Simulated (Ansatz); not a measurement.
Consider the substitution at a C–Si bond: `C=CS[SiH2]C` + `C[SiH](O)[SiH3]` → `CO[SiH](C)[SiH3]` + `C=CS[SiH3]`.

Computed with Ansatz on PBE0-D4/def2-TZVP structures; ΔE is electronic, products minus reactants. CCSD(T)/CBS is the MP2 limit (def2-TZVPP, def2-QZVPP) plus CCSD(T) − MP2 in def2-TZVPP, frozen cores. DFT in def2-TZVPP. B3LYP here is the variant with VWN-RPA as its local correlation; programs differ in this. Each species was taken in one conformer, which may not be the lowest.

(1) Is it downhill or uphill in electronic energy at CCSD(T)/CBS, and by how much? (Best estimate.)

(2) What do these levels give: PBE-D4, PBE0-D4, B3LYP-D4, ωB97M-V, B2PLYP, PBE, r2SCAN, PBE0, B3LYP, MP2/def2-TZVPP, CCSD/def2-TZVPP, CCSD/CBS(def2)? (Best estimate.)

Largest T1 diagnostic among the species: 0.012.

## Answers

(1) The calculation gave: Uphill: ΔE = +24.2 kcal/mol.

(2) Computed: PBE-D4 23.4, PBE0-D4 23.8, B3LYP-D4 22.1, ωB97M-V 23.7, B2PLYP 23.0, PBE 23.4, r2SCAN 24.2, PBE0 23.9, B3LYP 22.2, MP2/def2-TZVPP 25.0, CCSD/def2-TZVPP 23.0, CCSD/CBS(def2) 24.0 kcal/mol.

In def2-TZVPP, CCSD(T) changes the Hartree–Fock value by +2.8 kcal/mol (the triples alone add +0.2 kcal/mol) and MP2 by +4.6 kcal/mol.
